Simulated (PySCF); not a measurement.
A species of formula C4H9O4P has this rotational fingerprint, computed with PBE0/pcSseg-1 in PySCF (dipole) on a GFN2-xTB geometry, gas phase:

| Item | Value |
| --- | --- |
| Rotational constants | A = 2548, B = 1140, C = 1052 MHz |
| Dipole components | \|μa\| = 1.27 D, \|μb\| = 3.72 D, \|μc\| = 1.83 D |
| Inertial defect | -161.50 u·Å² |
| κ | -0.88 |

Problem. Which structure is it? (One computed conformer of each.)
A. `[CH3:1][CH2:2][O:3][P:4]1(=[O:5])[O:6][CH2:7][CH2:8][O:9]1` with C1–C2–O3–P4 73°, C2–O3–P4–O5 28°, O3–P4–O6–C7 -87°, P4–O6–C7–C8 -2°, O6–C7–C8–O9 -17°, C7–C8–O9–P4 30°
B. `[CH3:1][O:2][P:3]1(=[O:4])[O:5][CH2:6][CH2:7][CH2:8][O:9]1` with C1–O2–P3–O4 -20°, O2–P3–O5–C6 -62°, P3–O5–C6–C7 -55°, O5–C6–C7–C8 59°, C6–C7–C8–O9 -60°
C. `[CH3:1][O:2][P@@:3]1(=[O:4])[O:5][CH2:6][C@@H:7]([CH3:8])[O:9]1` with C1–O2–P3–O4 -12°, O2–P3–O5–C6 85°, P3–O5–C6–C7 9°, O5–C6–C7–C8 -112°, C6–C7–O9–P3 -23°

Solution. A. It is CCOP1(=O)OCCO1, an asymmetric top, point group C1. The candidates at the same level (rigid rotor, commonest isotopes):

| SMILES | A (MHz) | B (MHz) | C (MHz) | μa (D) | μb (D) | μc (D) | Δ (u·Å²) | point group | rotor |
| --- | --- | --- | --- | --- | --- | --- | --- | --- | --- |
| COP1(=O)OCCCO1 | 2422 | 1195 | 1158 | 2.93 | 3.50 | 2.38 | -195.02 | C1 | near-prolate asymmetric top |
| CCOP1(=O)OCCO1 | 2548 | 1140 | 1052 | 1.27 | 3.72 | 1.83 | -161.50 | C1 | asymmetric top |
| CO[P@@]1(=O)OC[C@@H](C)O1 | 2340 | 1248 | 1071 | 2.97 | 2.70 | 1.63 | -149.13 | C1 | asymmetric top |

`CO[P@@]1(=O)OC[C@@H](C)O1` has B 9 % too high; `COP1(=O)OCCCO1` has C 10 % too high. No structure here is proved a minimum.
